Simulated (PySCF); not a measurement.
PySCF input file for TiOCl2, SMILES [O]=[Ti]([Cl])[Cl], multiplicity 1, PBE/pcSseg-1. Geometry optimised at TPSSh-D3(BJ)/def2-SVP. The spin state was assumed, not searched.

```python
import numpy as np
from pyscf import gto, scf, dft
from pyscf.prop.nmr import rks as nmr

mol = gto.M(
    atom='''
    Ti   -0.10608346    0.30930139   -0.00000000
    O     0.11003839    1.88140790   -0.00000001
    Cl    0.04275085   -0.64282041   -2.00363905
    Cl    0.04275085   -0.64282041    2.00363905
    ''',
    basis='pcSseg-1',
    charge=0,
    spin=0,
    max_memory=1600,
    verbose=3,
)
mf = dft.RKS(mol, xc='pbe')
mf.grids.level = 3
mf.conv_tol = 1e-10
mf.max_cycle = 100
mf.kernel()
n = nmr.NMR(mf)
n.verbose = 2
n.max_cycle_cphf = 60
sigma = n.kernel()
print('atom   isotropic/ppm   span/ppm')
for i, s in enumerate(sigma):
    w = np.linalg.eigvalsh((s + s.T) / 2)
    print(f'{mol.atom_symbol(i):2s}{i + 1:3d} {w.mean():14.3f} {w[2] - w[0]:11.3f}')
```

It prints:

```
converged SCF energy = -1844.49059727555
atom   isotropic/ppm   span/ppm
Ti  1       -715.012     681.544
O   2       -912.477    1973.327
Cl  3        158.946    1447.214
Cl  4        158.946    1447.214
```

Self-consistency was reached.

Cost: very roughly 9 core-seconds.
